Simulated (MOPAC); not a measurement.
Job for MOPAC: PM3 on BeClF (SMILES [F][Be][Cl]), a point of a bond scan (R = 2.715 Å).

```
PM3 1SCF PRECISE CHARGE=0 THREADS=1
BeClF

Be    -0.00000000 1    -0.00000000 1    -0.61301342 1
F     -0.00000000 1    -0.00000000 1    -1.98830246 1
Cl     0.00000000 1     0.00000000 1     2.10181046 1
```

Program output:

```
*******************************************************************************
 **                                                                           **
 **                              MOPAC v23.2.5                                **
 **                                                                           **
 *******************************************************************************
 ** MOPAC's Digital Object Identifier: https://doi.org/10.5281/zenodo.6511958 **
 **                                                                           **
 ** Please cite the open-source release paper for use of this MOPAC version:  **
 ** J. E. Moussa and J. J. P. Stewart (2026)                                  **
 ** MOPAC: An open-source semiempirical molecular orbital program             **
 ** J. Open Source Softw., 11(119), 8025, https://doi.org/10.21105/joss.08025 **
 *******************************************************************************

                              PM3 CALCULATION RESULTS

 *******************************************************************************
 *  PM3        - The PM3 Hamiltonian to be used
 *
 *
 *
 *                 CHARGE ON SYSTEM = 0
 *
 *
 *
 *  PRECISE    - TIGHTER CRITERIA TO BE USED
 *  1SCF       - DO 1 SCF AND THEN STOP
 *  THREADS=1  - MULTI-THREADING NOT USED
 *  T=         - A TIME OF 172800.0 SECONDS REQUESTED
 *  DUMP=N     - RESTART FILE WRITTEN EVERY 7200.0 SECONDS REQUESTED
 *******************************************************************************
PM3 1SCF PRECISE CHARGE=0 THREADS=1
 BeClF

   ATOM   CHEMICAL          X               Y               Z
  NUMBER   SYMBOL      (ANGSTROMS)     (ANGSTROMS)     (ANGSTROMS)

     1      Be         -0.00000000  *  -0.00000000  *  -0.61301342  *
     2       F         -0.00000000  *  -0.00000000  *  -1.98830246  *
     3      Cl          0.00000000  *   0.00000000  *   2.10181046  *



          CARTESIAN COORDINATES

    NO.       ATOM           X           Y           Z

     1        Be         -0.0000     -0.0000     -0.6130
     2         F         -0.0000     -0.0000     -1.9883
     3        Cl          0.0000      0.0000      2.1018

 Be: (PM3): J. J. P. STEWART, J. COMP. CHEM. 10, 209 (1989).
  F: (PM3): J. J. P. STEWART, J. COMP. CHEM. 10, 209 (1989).
 Cl: (PM3): J. J. P. STEWART, J. COMP. CHEM. 10, 209 (1989).

           Empirical Formula: Be F Cl  =     3 atoms



      MOLECULAR POINT GROUP   :   C*v


      RHF CALCULATION, NO. OF DOUBLY OCCUPIED LEVELS = 8


 -------------------------------------------------------------------------------
 PM3 1SCF PRECISE CHARGE=0 THREADS=1
 BeClF



     1SCF WAS SPECIFIED, SO BFGS WAS NOT USED
     SCF FIELD WAS ACHIEVED


                              PM3 CALCULATION
                                                       MOPAC v23.2.5 Linux




          FINAL HEAT OF FORMATION =        -60.69286 KCAL/MOL =    -253.93891 KJ/MOL


          COSMO AREA              =         98.56 SQUARE ANGSTROMS
          COSMO VOLUME            =         80.99 CUBIC ANGSTROMS

          IONIZATION POTENTIAL    =         10.401022 EV
          HOMO LUMO ENERGIES (EV) =        -10.401 -2.699
          NO. OF FILLED LEVELS    =          8
          MOLECULAR WEIGHT        =         63.4636         POINT GROUP:  C*v

          MOLECULAR DIMENSIONS (Angstroms)

            Atom       Atom       Distance
           Cl     3    F     2     4.09011
           Cl     3    F     2     0.00000
           Be     1    F     2     0.00000


          SCF CALCULATIONS        =          1





   ATOM   CHEMICAL          X               Y               Z
  NUMBER   SYMBOL      (ANGSTROMS)     (ANGSTROMS)     (ANGSTROMS)

     1      Be         -0.00000000  *  -0.00000000  *  -0.61301342  *
     2       F         -0.00000000  *  -0.00000000  *  -1.98830246  *
     3      Cl          0.00000000  *   0.00000000  *   2.10181046  *

                             CARTESIAN COORDINATES

   1   Be       -0.000000000    -0.000000000    -0.613013420
   2    F       -0.000000000    -0.000000000    -1.988302460
   3   Cl        0.000000000     0.000000000     2.101810460


           Empirical Formula: Be F Cl  =     3 atoms



      MOLECULAR POINT GROUP   :   C*v


                  EIGENVALUES
 -53.24612 -22.39233 -16.95735 -16.54239 -16.54239 -10.68815 -10.40102 -10.40102
  -2.69886   2.27943   2.27943   4.44861


              NET ATOMIC CHARGES AND DIPOLE CONTRIBUTIONS

  ATOM NO.   TYPE          CHARGE      No. of ELECS.   s-Pop       p-Pop
    1         Be           0.639157        1.3608     0.76279     0.59806
    2          F          -0.264895        7.2649     1.66934     5.59556
    3         Cl          -0.374262        7.3743     1.99517     5.37909
 DIPOLE           X         Y         Z       TOTAL
 POINT-CHG.     0.000     0.000    -3.130     3.130
 HYBRID        -0.000    -0.000     0.429     0.429
 SUM           -0.000    -0.000    -2.701     2.701


          ATOMIC ORBITAL ELECTRON POPULATIONS

     Atom    s        px        py        pz
    1 Be   0.76279   0.07403   0.07403   0.45000
    2  F   1.66934   1.92676   1.92676   1.74204
    3 Cl   1.99517   1.99921   1.99921   1.38067

 **********************
 *                    *
 * JOB ENDED NORMALLY *
 *                    *
 **********************




 == MOPAC DONE ==
```

The run finished.

Cost: around 0.04 core-seconds (rough).
